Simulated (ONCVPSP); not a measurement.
# Hg, ONCV: configuration errors across variants

- Element: mercury (Hg)
- Generator: ONCVPSP 4.0.1
- Type: optimised norm-conserving Vanderbilt (ONCV)
- Functional: PW91
- Relativity: non-relativistic
- Frozen core: [Kr] 4d10 4f14
- Valence charge: 20
- Reference configuration: 5s2 5p6 5d10 6s1 (charge +1)
- Partial waves: 5s+6s: rc 1.35 bohr, ncon 5, nbas 9, qcut 7.3 1/bohr, 2 projectors; 5p: rc 1.70 bohr, ncon 5, nbas 10, qcut 9.3 1/bohr, 2 projectors, debl 3.3 Ha; 5d: rc 2.05 bohr, ncon 3, nbas 8, qcut 7.3 1/bohr, 2 projectors, debl 1.4 Ha
- Local potential: polynomial inside 1.20 bohr (lpopt 5, dvloc0 0 Ha)
- Core correction: Teter function, fcfact 4, rcfact 1.55

All-electron excitation energies from the reference (eV): (1) 5s2 5p6 5d10 6s2 -8.741; (2) 5s2 5p6 5d10 6s0 16.085; (3) 5s2 5p6 5d9 6s0 52.631; (4) 5s2 5p5 5d10 6s2 59.435.

Errors AE − PS in meV (a dash: test not solved or not reliable):

```
      change   (1)   (2)   (3)   (4)  bound ghosts  GHOST(+) flags above zero
        base  -0.2  -0.7  +4.2   -70          none                          s
 d: qcut 4.2  -0.4  -4.0   +53  -267          none                       s, d
 d: qcut 5.1   0.0  -1.6   +31  -176          none                       s, d
   d: qcut 6   0.0  -0.9   +16  -117          none                          s
 d: qcut 7.5  -0.2  -0.7  +3.1   -66          none                          s
 d: qcut 8.5  -0.3  -0.8  -0.4   -51          none                          s
 d: qcut 9.4  -0.4  -0.8  -1.3   -45          none                          s
d: qcut 10.3  -0.3  -0.8  -0.8   -49          none                          s
d: qcut 10.8  -0.3  -0.8  -0.9   -48          none                          s
```

(1) Give the same row for: d: qcut 6.6.

Results:

(1) -0.1, -0.7, +9.1, -91; bound ghosts: none; GHOST(+) flags above zero: s.
